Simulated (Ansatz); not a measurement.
Cl2FGa, SMILES `[F][Ga]([Cl])[Cl]` at its PBE0-D4/def2-TZVP geometry, where that method's forces vanish. Charge 0, multiplicity 1.

```xyz
4

F    -1.4013   -1.1273    0.0197
Ga   -0.0509   -0.0409    0.0007
Cl    1.3600   -0.2307   -1.5486
Cl    0.0922    1.3989    1.5282
```

(1) What forces (eV/Å) does r2SCAN-D4/def2-TZVPP give on these atoms in the Gaussian-basis code of Ansatz? (Estimate.)

Results:

(1) Computed: 
```
F1   0.003  0.002  0.000
Ga2  0.019  0.015  0.000
Cl3 -0.016 -0.003  0.012
Cl4 -0.006 -0.015 -0.011
```
